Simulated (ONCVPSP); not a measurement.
Transferability test, ONCV potential for phosphorus

* Element: P (Z = 15)
* Generator: ONCVPSP 4.0.1
* Type: optimised norm-conserving Vanderbilt (ONCV)
* Functional: PBE
* Relativity: scalar-relativistic
* Frozen core: [Ne]
* Valence charge: 5
* Reference configuration: 3s1 3p4
* Partial waves: 3s: rc 1.70 bohr, ncon 4, nbas 7, qcut 3.5 1/bohr, 3 projectors, debl 2.3 Ha; 3p: rc 1.40 bohr, ncon 5, nbas 10, qcut 6.9 1/bohr, 2 projectors, debl 0.5 Ha; d scattering state at 0.44 Ha: rc 1.80 bohr, ncon 3, nbas 8, qcut 6.2 1/bohr, 2 projectors, debl 2.6 Ha
* Local potential: polynomial inside 1.05 bohr (lpopt 4, dvloc0 1 Ha)
* Core correction: Teter function, fcfact 4.5, rcfact 1.05

Energies are relative to the spin-unpolarised reference configuration 3s1 3p4; without spin polarisation the order of configurations can differ from experiment.

```json
{"valence configuration": "3s2 3p3", "charge": "0", "ΔE all-electron (eV)": "-8.534", "error AE − PS (meV)": "-2.9"}
{"valence configuration": "3s2 3p2", "charge": "+1", "ΔE all-electron (eV)": "1.195", "error AE − PS (meV)": "-3.5"}
{"valence configuration": "3s2 3p1", "charge": "+2", "ΔE all-electron (eV)": "20.342", "error AE − PS (meV)": "-0.5"}
```

**Question.** What are ΔE and the potential's error for 3s2 3p0?

**Answer.** ΔE = 50.082 eV all-electron; the error (AE − PS) is +30 meV.

Levels in the configuration 3s2 3p3:

| level | all-electron (eV) | pseudo (eV) |
| --- | --- | --- |
| 3s | -13.969 | -13.963 |
| 3p | -5.507 | -5.507 |

Note: ghosts flagged at negative energy: p at -83.7 eV; GHOST(+) flagged for s at 255.5 eV. A true bound ghost makes a file unfit for plane-wave use.
